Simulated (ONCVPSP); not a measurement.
**How hard is this Zr (Z = 40) ONCV potential?**

* Element: Zr (Z = 40)
* Generator: ONCVPSP 4.0.1
* Type: optimised norm-conserving Vanderbilt (ONCV)
* Functional: LDA (Perdew-Wang 92)
* Relativity: fully relativistic
* Frozen core: [Ar] 3d10
* Valence charge: 12
* Reference configuration: 4s2 4p6 4d2 5s1 (charge +1)
* Partial waves: 4s+5s: rc 1.90 bohr, ncon 4, nbas 8, qcut 5.7 1/bohr, 2 projectors; 4p: rc 1.60 bohr, ncon 5, nbas 8, qcut 8 1/bohr, 2 projectors, debl 3 Ha; 4d: rc 2.65 bohr, ncon 3, nbas 8, qcut 5.7 1/bohr, 2 projectors, debl 0.5 Ha
* Local potential: polynomial inside 1.55 bohr (lpopt 5, dvloc0 0 Ha)
* Core correction: Teter function, fcfact 5.25, rcfact 1.6

Open shells are filled in proportion to 2j + 1.

Problem. For each optimised wave give the share of its norm inside rc, the residual kinetic energy above qcut (Ha) and the cutoffs (Ha) for errors of 10, 1, 0.1 and 0.01 mHa per electron.

Solution.

```csv
wave,norm inside rc,residual KE,10 mHa,1 mHa,0.1 mHa,0.01 mHa
4s,0.935,3.3e-05,8.7,12.4,14.8,34.6
5s,0.069,3.5e-05,4.6,11.6,14.8,24.3
4p j=3/2,0.711,5.2e-05,17.8,25.0,30.4,67.4
p projector 2 j=3/2,0.067,3.9e-05,14.4,24.2,29.9,44.6
4p j=1/2,0.733,5.9e-05,17.8,25.1,30.7,68.5
p projector 2 j=1/2,0.068,4.8e-05,13.5,24.5,30.3,47.0
4d j=5/2,0.749,2.8e-07,8.3,10.7,12.7,14.1
d projector 2 j=5/2,0.168,5.1e-07,8.1,10.7,12.8,14.4
4d j=3/2,0.756,3.0e-07,8.3,10.7,12.7,14.1
d projector 2 j=3/2,0.166,5.4e-07,8.1,10.7,12.8,14.4
```

The occupied waves need 25 Ha and 31 Ha for 1 and 0.1 mHa.
